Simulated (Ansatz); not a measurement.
This geometry of BBrHS (4 atoms, charge 0, multiplicity 2) is a first-order saddle point.

These are results of Ansatz 0.2.0, UKS PBE-D4/def2-SVP, not measurements.

```xyz
4
Properties=species:S:1:pos:R:3
S -0.785 0.383 -0.880
B 0.085 -0.475 0.308
Br 0.864 -1.591 1.569
H -0.108 1.623 -1.017
```

Which two structures does it join? (They come from a converged band through this point; their orientation in space is the band's.)

No bond is made or broken. The dihedral H4–S1–B2–Br3 changes from -180 to 0° by way of a nearly straight angle S1–B2–Br3 (up to 172°), not by a turn about the bond.

Initial state:

```xyz
4
Properties=species:S:1:pos:R:3
S -0.711 0.262 -0.814
B 0.472 -0.102 0.464
Br 0.570 -1.752 1.392
H -0.276 1.532 -1.063
```

Final state:

```xyz
4
Properties=species:S:1:pos:R:3
S -0.776 0.448 -0.963
B -0.340 -0.877 0.116
Br 1.014 -1.027 1.427
H 0.158 1.395 -0.600
```

How far does it lie above each of them?

0.51 eV above the first and 0.49 eV above the second. This is the barrier of this one path; another mechanism may lie lower.

Time of the run: 91 s on 1 thread of Intel(R) Xeon(R) 6975P-C (Granite Rapids), on a shared host, peak memory 0.15 GiB.
